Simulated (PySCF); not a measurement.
# `InChI=1S/C13H16/c1-2-6-12-10(4-1)5-3-7-13(12)11-8-9-11/h3,5,7,11H,1-2,4,6,8-9H2`

Geometry:
```
atom   x (Å)   y (Å)   z (Å)
  C1   0.314   2.583   1.092
  C2  -0.959   2.266   0.664
  C3  -1.256   0.992   0.192
  C4  -0.255   0.026   0.140
  C5   1.039   0.350   0.567
  C6   2.114  -0.682   0.528
  C7   2.776  -1.036  -0.777
  C8   3.546  -0.315   0.286
  C9   1.309   1.623   1.045
 C10  -0.545  -1.374  -0.332
 C11  -1.856  -1.485  -1.102
 C12  -2.964  -0.784  -0.328
 C13  -2.659   0.708  -0.274
 H14   0.531   3.572   1.468
 H15  -1.742   3.010   0.700
 H16   1.936  -1.512   1.205
 H17   3.010  -2.071  -0.976
 H18   2.491  -0.475  -1.654
 H19   4.312  -0.855   0.823
 H20   3.791   0.720   0.106
 H21   2.302   1.863   1.396
 H22   0.279  -1.729  -0.953
 H23  -0.588  -2.028   0.548
 H24  -2.102  -2.537  -1.259
 H25  -1.749  -1.016  -2.083
 H26  -3.932  -0.948  -0.805
 H27  -3.012  -1.188   0.685
 H28  -2.782   1.135  -1.275
 H29  -3.369   1.218   0.382
```

Computed with GIAO B3LYP/pcSseg-1 magnetisability, rotational g tensor and spin-rotation constants, non-relativistic, gas phase in PySCF 2.14.0. Geometry: GFN2-xTB.

Task: How diamagnetic is it, and how anisotropic?

Result: Isotropic -2158 × 10⁻³⁰ J/T², or -130.0 × 10⁻⁶ cm³/mol; principal values -2807, -1883, -1784 × 10⁻³⁰ J/T², anisotropy 978 × 10⁻³⁰ J/T² (root of half the summed squared differences of the principal values). The susceptibility is in cgs units.

Task: Split it along the inertial axes a, b, c into diamagnetic and paramagnetic parts about the centre of mass, with the quadrupole moment.

Result: 
```csv
axis,χ (10⁻⁶ cm³/mol),diamagnetic (10⁻⁶ cm³/mol),paramagnetic (10⁻⁶ cm³/mol),summed x² of all electrons (Å²),quadrupole Θ (D Å)
a,-109.6,-1130.1,1020.5,431.8,+3.29
b,-111.5,-1988.5,1877.0,229.5,+2.06
c,-168.7,-2805.5,2636.8,36.9,-5.36
```
Anisotropies 2χaa − χbb − χcc = +61.0 and 2χbb − χaa − χcc = +55.3 × 10⁻⁶ cm³/mol. Θ is traceless in Buckingham's convention.

Task: And the rotational g tensor?

Result: 
```
axis  rotational constant (GHz)        g  nuclear part  electronic part
   a                     1.2862  -0.0186        0.5980          -0.6166
   b                     0.6777  -0.0089        0.5886          -0.5976
   c                     0.4655  +0.0073        0.5839          -0.5766
```
Asymmetric top; isotopes 12C, 1H; no vibrational averaging.
